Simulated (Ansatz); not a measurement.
Cost and result up the ladder for BiH2(iPr) (C₃H₉Bi) (13 atoms). Total charge 0; singlet. Geometry: PBE0-D4/def2-SVP.

Cartesian coordinates in Å:
```
Bi -0.403 -1.419 1.598
C -0.193 0.054 -0.166
C 0.865 -0.455 -1.128
C 0.109 1.443 0.367
H -1.995 -0.732 2.081
H -1.231 -2.645 0.573
H -1.180 0.044 -0.652
H 0.615 -1.446 -1.537
H 1.856 -0.530 -0.649
H 0.977 0.234 -1.985
H 0.208 2.166 -0.463
H -0.685 1.817 1.032
H 1.058 1.471 0.928
```

Ansatz on 2 threads of Arm Neoverse V1 on a shared host. Times are rough, and most runs start from the orbitals of an earlier one. ωB97X-V/def2-TZVP serves as the yardstick here, not as an exact answer. Differences are given only for rows in sets of like size (and for xTB, whose basis is part of the method), since another set adds its own error. Binding counts from free atoms at the same level (Bi quartet, C triplet, H doublet; other spins of the atoms weren't run), without zero-point energy or a counterpoise term.

In the def2 sets Bi takes a core potential; there is no spin–orbit coupling. B3LYP takes the VWN-RPA correlation. Correlated methods freeze 7 core orbitals; core or outer-core shells of Bi are correlated, in sets that lack core-valence functions. The rows differ in basis, and correlated rows in double-zeta sets carry the largest basis error. Another isomer (singlet) lies 0.39 eV lower at PBE0-D4/def2-TZVP; other spin states weren't run for this one.

Correlated methods converge slowly with the basis, most of all in double-zeta sets.

| level | functions | binding energy per atom (eV) | difference from ωB97X-V/def2-TZVP (eV) |
| --- | --- | --- | --- |
| B3LYP-D4/def2-TZVP | 197 | 3.57 | 0.01 |
| PBE-D4/def2-SVP | 113 | 3.63 | – |
| PBE-D4/def2-TZVP (with forces) | 197 | 3.61 | 0.05 |
| MP2/def2-TZVP | 197 | 3.41 | -0.15 |
| ωB97X-V/def2-TZVP | 197 | 3.56 | 0.00 |
| PBE0-D4/def2-SVP | 113 | 3.58 | – |
| r2SCAN-D4/def2-TZVP | 197 | 3.55 | -0.02 |
| PBE0-D4/def2-TZVP | 197 | 3.56 | 0.00 |
| revPBE-D4/def2-TZVP | 197 | 3.54 | -0.02 |
| CCSD(T)/def2-SVP | 113 | 3.38 | – |

Question: Estimate how long each takes.

Answer: PBE-D4/def2-SVP 1.9 s; PBE0-D4/def2-SVP 2.3 s; revPBE-D4/def2-TZVP 3.1 s; PBE-D4/def2-TZVP (with forces) 4 s; MP2/def2-TZVP 4.1 s; B3LYP-D4/def2-TZVP 4.2 s; PBE0-D4/def2-TZVP 4.4 s; r2SCAN-D4/def2-TZVP 6.5 s; ωB97X-V/def2-TZVP 13 s; CCSD(T)/def2-SVP 17 s. On shared hardware such times vary by a factor of up to 3.
